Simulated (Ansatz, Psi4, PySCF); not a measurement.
CH₃Cl₃Sn, charge +1, doublet, at a GFN2-xTB geometry (such geometries of metal compounds can be far from the true shape) (a state made from the parent by changing its charge; the spin is typed, not shown lowest) (all electrons, no relativity). Base run: HF/STO-3G (PySCF).

Geometry (Å):
```xyz
8

C     -2.4289    -0.3495     0.1051
Sn    -0.1126    -0.0162     0.0049
Cl     0.6969    -1.4103    -1.6693
Cl     0.2242     2.2284    -0.4950
Cl     0.7401    -0.5791     2.0923
H     -2.5230    -1.3940     0.3821
H     -2.7533     0.3524     0.8659
H     -2.7625    -0.1151    -0.9000
```
Charge +1, spin multiplicity 2.
Orbitals are unrestricted.
All else is at PySCF's defaults.

The same geometry, method and basis name were run in Ansatz (a program for electronic structure) and Psi4 and PySCF, at each program's defaults and at the settings that a row names. The base is PySCF at its defaults. Differences at the defaults can come from grids, fitting, cores and function types together.

```json
[
 {"code and settings": "PySCF, defaults (exact integrals, spherical functions)", "ΔE vs base (mEh)": "0.000", "basis functions": "62", "E (Eh)": "-7366.10415", "SCF cycles": "12"},
 {"code and settings": "Ansatz, defaults (factorised integrals, spherical functions)", "ΔE vs base (mEh)": "0.016", "basis functions": "62", "E (Eh)": "-7366.10414", "SCF cycles": "-"},
 {"code and settings": "Psi4, exact integrals, spherical functions", "ΔE vs base (mEh)": "0.000", "basis functions": "62", "E (Eh)": "-7366.10415", "SCF cycles": "14"},
 {"code and settings": "Ansatz, high accuracy", "ΔE vs base (mEh)": "0.000", "basis functions": "62", "E (Eh)": "-7366.10415", "SCF cycles": "-"}
]
```

Open shells are given as the SCF converged; they aren't shown to be the lowest states, and a large step between rows can be another state.
